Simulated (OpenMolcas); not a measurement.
Ionisation energies of chromium

```
Program             : OpenMolcas 26.06
Basis               : ANO-RCC-VTZP [6s5p3d2f1g]
Scalar Hamiltonian  : DKH2, point nucleus
Spin-orbit coupling : state interaction with AMFI integrals over the reference wave functions, term energies averaged over their components
```

Active shells in each charge state: the valence d, s shells, with orbitals averaged over the low states. Where CASPT2's correlated closed shells are named, they are those of the first ion.

A. CASSCF
B. SS-CASPT2, IPEA 0.25 Eh, imaginary shift 0.1 Eh (closed shells correlated: 3s 3p)
C. SS-CASPT2, IPEA 0 Eh, imaginary shift 0.1 Eh (closed shells correlated: 3s 3p)
D. SS-CASPT2, IPEA 0.25 Eh, imaginary shift 0.1 Eh (closed shells correlated: 2s 2p 3s 3p)

Energies in eV between the lowest computed levels, named as in B; reference values from the NIST Atomic Spectra Database with their kind.

| From | To | A | B | C | D | Spin-orbit share in B | Reference |
| --- | --- | --- | --- | --- | --- | --- | --- |
| Cr 3d⁵ 4s ⁷S₃ | Cr+ 3d⁵ ⁶S_5/2 | 6.977 | 7.170 | 7.286 | 7.174 | +0.000 | 6.767 (measured) |
| Cr+ 3d⁵ ⁶S_5/2 | Cr2+ 3d⁴ ⁵D₀ | 14.187 | 16.538 | 16.846 | 16.541 | -0.046 | 16.486 (measured) |

Other lowest levels: A, Cr 3d⁵ 4s ⁷S₃ to 3d⁴ 4s ⁶D_1/2; A, Cr+ 3d⁴ 4s ⁶D_1/2 to 3d⁴ ⁵D₀.

Error against the reference values, in %:

```
From  Reference      A     B     C     D
  Cr   measured   +3.1  +6.0  +7.7  +6.0
 Cr+   measured  -13.9  +0.3  +2.2  +0.3
```

Mean absolute error over the 2 measured values: A 1.25 eV, B 0.23 eV, C 0.44 eV, D 0.23 eV.

The lowest level within the active space need not be the ion's true ground level.
